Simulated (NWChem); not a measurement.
System: C$_{5}$H$_{6}$; SMILES C(=CC=C)=C

NWChem input:

```
start job
memory heap 200 mb stack 900 mb global 1100 mb
geometry units angstroms
  C      1.896271     1.406658     0.714488
  C      0.869599     0.629948     0.603179
  C     -0.167117    -0.153797     0.475294
  C     -0.742773    -0.522037    -0.803097
  C     -1.797346    -1.319531    -0.927675
  H      2.904327     1.021222     0.727268
  H      1.794390     2.476765     0.807919
  H     -0.640625    -0.563947     1.359241
  H     -0.260348    -0.105416    -1.677492
  H     -2.291038    -1.743398    -0.068206
  H     -2.205171    -1.576950    -1.889781
end
basis spherical
  * library def2-svp
end
dft
  xc xpbe96 cpbe96
  disp vdw 4
  iterations 150
end
driver
  maxiter 120
end
task dft optimize
task dft freq
```

NWChem printed, in part:

```
             Northwest Computational Chemistry Package (NWChem) 7.3.0
             --------------------------------------------------------

 CS  symmetry detected

                             Geometry "geometry" -> ""
                             -------------------------

 Output coordinates in angstroms (scale by  1.889725989 to convert to a.u.)

  No.       Tag          Charge          X              Y              Z
 ---- ---------------- ---------- -------------- -------------- --------------
    1 C                    6.0000     0.21686425     2.47152799     0.00000000
    2 C                    6.0000    -0.16241204     1.23626567     0.00000000
    3 C                    6.0000    -0.53090851    -0.01657159     0.00000000
    4 C                    6.0000     0.40012643    -1.12762425     0.00000000
    5 C                    6.0000     0.02011493    -2.40011465     0.00000000
    6 H                    1.0000     0.38044204     3.01792009     0.91611546
    7 H                    1.0000     0.38044204     3.01792009    -0.91611546
    8 H                    1.0000    -1.58556801    -0.26454032     0.00000000
    9 H                    1.0000     1.45005711    -0.86586275     0.00000000
   10 H                    1.0000    -1.02095323    -2.67986282     0.00000000
   11 H                    1.0000     0.73286973    -3.20647329     0.00000000

 Effective nuclear repulsion energy (a.u.)     139.8451304586

      Symmetry information
      --------------------

 Group name             Cs
 Group number              2
 Group order               2
 No. of unique centers    10

                                Z-matrix (autoz)
                                --------

 Units are Angstrom for bonds and degrees for angles

      Type          Name      I     J     K     L     M      Value
      ----------- --------  ----- ----- ----- ----- ----- ----------
    1 Stretch                  1     2                       1.29218
    2 Stretch                  1     6                       1.07915
    3 Stretch                  1     7                       1.07915
    4 Stretch                  2     3                       1.30591
    5 Stretch                  3     4                       1.44957
    6 Stretch                  3     8                       1.08342
    7 Stretch                  4     5                       1.32802
    8 Stretch                  4     9                       1.08207
    9 Stretch                  5    10                       1.07800
   10 Stretch                  5    11                       1.07621
   11 Bend                     1     3     4               123.31021
   12 Bend                     1     3     8               119.95853
   13 Bend                     2     1     6               121.90457
   14 Bend                     2     1     7               121.90457
   15 Bend                     2     3     4               123.64765
   16 Bend                     2     3     8               119.62109
   17 Bend                     3     1     6               121.90543
   18 Bend                     3     1     7               121.90543
   19 Bend                     3     4     5               123.41029
   20 Bend                     3     4     9               115.96299
   21 Bend                     4     3     8               116.73126
   22 Bend                     4     5    10               121.66833
   23 Bend                     4     5    11               121.89844
   24 Bend                     5     4     9               120.62672
   25 Bend                     6     1     7               116.18910
   26 Bend                    10     5    11               116.43324
   27 Torsion                  2     3     4     5         180.00000
   28 Torsion                  2     3     4     9           0.00000
   29 Torsion                  3     4     5    10           0.00000
   30 Torsion                  3     4     5    11         180.00000
   31 Torsion                  4     3     1     6         -90.03802
   32 Torsion                  4     3     1     7          90.03802
   33 Torsion                  1     2     4     3         180.00000
   34 Torsion                  5     4     3     8           0.00000
   35 Torsion                  6     1     3     8          89.96198
   36 Torsion                  1     6     2     3         178.46296
   37 Torsion                  7     1     3     8         -89.96198
   38 Torsion                  1     7     2     3        -178.46296
   39 Torsion                  1     2     8     3         180.00000
   40 Torsion                  8     3     4     9         180.00000
   41 Torsion                  9     4     5    10         180.00000
   42 Torsion                  9     4     5    11           0.00000

  pbe96 is a nonlocal functional; adding pw91lda local functional.

                           NWChem Geometry Optimization
                           ----------------------------

 maximum gradient threshold         (gmax) =   0.000450
 rms gradient threshold             (grms) =   0.000300
 maximum cartesian step threshold   (xmax) =   0.001800
 rms cartesian step threshold       (xrms) =   0.001200
 fixed trust radius                (trust) =   0.300000
 source of zmatrix                         =   autoz

          -------------------
          Energy Minimization
          -------------------

 Using diagonal initial Hessian
 Scaling for Hessian diagonals: bonds = 1.00  angles = 0.25  torsions = 0.10

          --------
          Step   0

                                 NWChem DFT Module
                                 -----------------

 Summary of "ao basis" -> "ao basis" (spherical)
 ------------------------------------------------------------------------------
       Tag                 Description            Shells   Functions and Types
 ---------------- ------------------------------  ------  ---------------------
 C                          def2-svp                 6       14   3s2p1d
 H                          def2-svp                 3        5   2s1p

      Symmetry analysis of basis
      --------------------------

        a'         71
        a"         29

            General Information
            -------------------
          SCF calculation type: DFT
          Wavefunction type:  closed shell.
          No. of atoms     :    11
          No. of electrons :    36
           Alpha electrons :    18
            Beta electrons :    18
          Charge           :     0
          Spin multiplicity:     1
          Use of symmetry is: on ; symmetry adaption is: on
          Maximum number of iterations: 150
          AO basis - number of functions:   100
                     number of shells:    48
          Convergence on energy requested:  1.00D-06
          Convergence on density requested:  1.00D-05
          Convergence on gradient requested:  5.00D-04

              XC Information
              --------------
          PerdewBurkeErnzerhof Exchange Functional  1.000
            Perdew 1991 LDA Correlation Functional  1.000 local
           PerdewBurkeErnz. Correlation Functional  1.000 non-local

             Grid Information
             ----------------
          Grid used for XC integration:  medium
          Radial quadrature: Mura-Knowles
          Angular quadrature: Lebedev.
          Tag              B.-S. Rad. Rad. Pts. Rad. Cut. Ang. Pts.
          ---              ---------- --------- --------- ---------
          C                   0.70       49          13.0       434
          H                   0.35       45          14.0       434
          Grid pruning is: on
          Number of quadrature shells:   470
          Spatial weights used:  Erf1

[...]

      ----------------------
      Optimization converged
      ----------------------

  Step       Energy      Delta E   Gmax     Grms     Xrms     Xmax
  ---- ---------------- -------- -------- -------- -------- --------
@    7    -193.66181528 -7.2D-08  0.00002  0.00001  0.00030  0.00074
                                     ok       ok       ok       ok

                                Z-matrix (autoz)
                                --------

 Units are Angstrom for bonds and degrees for angles

      Type          Name      I     J     K     L     M      Value     Gradient
      ----------- --------  ----- ----- ----- ----- ----- ---------- ----------
    1 Stretch                  1     2                       1.31456    0.00001
    2 Stretch                  1     6                       1.10483   -0.00000
    3 Stretch                  1     7                       1.10483   -0.00000
    4 Stretch                  2     3                       1.32865    0.00001
    5 Stretch                  3     4                       1.46102   -0.00001
    6 Stretch                  3     8                       1.10704   -0.00000
    7 Stretch                  4     5                       1.35194   -0.00002
    8 Stretch                  4     9                       1.10349   -0.00001
    9 Stretch                  5    10                       1.10244   -0.00000
   10 Stretch                  5    11                       1.10000    0.00000
   11 Bend                     1     3     4               124.65920   -0.00000
   12 Bend                     1     3     8               118.28949   -0.00000
   13 Bend                     2     1     6               121.55011   -0.00001
   14 Bend                     2     1     7               121.55011   -0.00001
   15 Bend                     2     3     4               124.74609   -0.00000
   16 Bend                     2     3     8               118.20260   -0.00000
   17 Bend                     3     1     6               121.55012   -0.00001
   18 Bend                     3     1     7               121.55012   -0.00001
   19 Bend                     3     4     5               124.03882   -0.00000
   20 Bend                     3     4     9               116.19575   -0.00001
   21 Bend                     4     3     8               117.05131    0.00000
   22 Bend                     4     5    10               121.31135    0.00001
   23 Bend                     4     5    11               121.40974    0.00000
   24 Bend                     5     4     9               119.76543    0.00001
   25 Bend                     6     1     7               116.89975    0.00001
   26 Bend                    10     5    11               117.27891   -0.00001
   27 Torsion                  2     3     4     5         180.00000   -0.00000
   28 Torsion                  2     3     4     9           0.00000   -0.00000
   29 Torsion                  3     4     5    10           0.00000   -0.00000
   30 Torsion                  3     4     5    11         180.00000    0.00000
   31 Torsion                  4     3     1     6         -89.98306    0.00000
   32 Torsion                  4     3     1     7          89.98306   -0.00000
   33 Torsion                  1     2     4     3         180.00000   -0.00000
   34 Torsion                  5     4     3     8           0.00000   -0.00000
   35 Torsion                  6     1     3     8          90.01694    0.00000
   36 Torsion                  1     6     2     3         179.60775   -0.00000
   37 Torsion                  7     1     3     8         -90.01694   -0.00000
   38 Torsion                  1     7     2     3        -179.60775    0.00000
   39 Torsion                  1     2     8     3         180.00000    0.00000
   40 Torsion                  8     3     4     9         180.00000   -0.00000
   41 Torsion                  9     4     5    10         180.00000   -0.00000
   42 Torsion                  9     4     5    11           0.00000   -0.00000

                         Geometry "geometry" -> "geometry"
                         ---------------------------------

 Output coordinates in angstroms (scale by  1.889725989 to convert to a.u.)

[...]

 Rotational Constants
 --------------------
 A=   1.156568 cm-1  (  1.664007 K)
 B=   0.075658 cm-1  (  0.108853 K)
 C=   0.072098 cm-1  (  0.103731 K)

 Temperature                      =   298.15K
 frequency scaling parameter      =   1.0000

 Zero-Point correction to Energy  =   54.186 kcal/mol  (  0.086351 au)
 Thermal correction to Energy     =   57.816 kcal/mol  (  0.092135 au)
 Thermal correction to Enthalpy   =   58.408 kcal/mol  (  0.093079 au)

 Total Entropy                    =   73.829 cal/mol-K
   - Translational                =   38.464 cal/mol-K (mol. weight =  66.0469)
   - Rotational                   =   25.040 cal/mol-K (symmetry #  =        1)
   - Vibrational                  =   10.325 cal/mol-K

 Cv (constant volume heat capacity) =   20.271 cal/mol-K
   - Translational                  =    2.979 cal/mol-K
   - Rotational                     =    2.979 cal/mol-K
   - Vibrational                    =   14.312 cal/mol-K

[normal modes left out]

 ----------------------------------------------------------------------------
 Normal Eigenvalue ||           Projected Infra Red Intensities
  Mode   [cm**-1]  || [atomic units] [(debye/angs)**2] [(KM/mol)] [arbitrary]
 ------ ---------- || -------------- ----------------- ---------- -----------
    1       -0.000 ||    0.000005           0.000         0.005       0.006
    2       -0.000 ||    0.000008           0.000         0.008       0.010
    3       -0.000 ||    0.000001           0.000         0.001       0.002
    4       -0.000 ||    0.000005           0.000         0.005       0.006
    5        0.000 ||    0.000000           0.000         0.000       0.000
    6        0.000 ||    0.000007           0.000         0.007       0.009
    7      130.781 ||    0.000805           0.019         0.785       1.007
    8      159.501 ||    0.000629           0.015         0.613       0.787
    9      339.249 ||    0.004386           0.101         4.275       5.487
   10      388.284 ||    0.005033           0.116         4.907       6.297
   11      488.695 ||    0.004639           0.107         4.522       5.804
   12      550.347 ||    0.007301           0.168         7.117       9.134
   13      705.968 ||    0.004386           0.101         4.276       5.487
   14      820.273 ||    0.049527           1.143        48.282      61.965
   15      863.998 ||    0.000999           0.023         0.974       1.250
   16      882.060 ||    0.043920           1.013        42.816      54.950
   17      892.236 ||    0.001142           0.026         1.113       1.429
   18      945.215 ||    0.000585           0.013         0.570       0.732
   19      995.837 ||    0.018221           0.420        17.763      22.797
   20     1068.246 ||    0.001637           0.038         1.595       2.048
   21     1160.655 ||    0.004292           0.099         4.184       5.369
   22     1243.427 ||    0.002890           0.067         2.818       3.616
   23     1279.374 ||    0.001204           0.028         1.173       1.506
   24     1364.977 ||    0.000157           0.004         0.153       0.197
   25     1423.166 ||    0.004703           0.109         4.585       5.884
   26     1642.271 ||    0.014008           0.323        13.655      17.526
   27     2002.903 ||    0.068532           1.581        66.808      85.742
   28     3043.782 ||    0.004546           0.105         4.432       5.688
   29     3053.143 ||    0.001873           0.043         1.826       2.343
   30     3076.603 ||    0.005345           0.123         5.211       6.687
   31     3095.594 ||    0.006055           0.140         5.903       7.575
   32     3124.801 ||    0.000252           0.006         0.246       0.316
   33     3180.239 ||    0.006668           0.154         6.500       8.342
 ----------------------------------------------------------------------------
```

Level: PBE-D3(BJ)/def2-SVP.
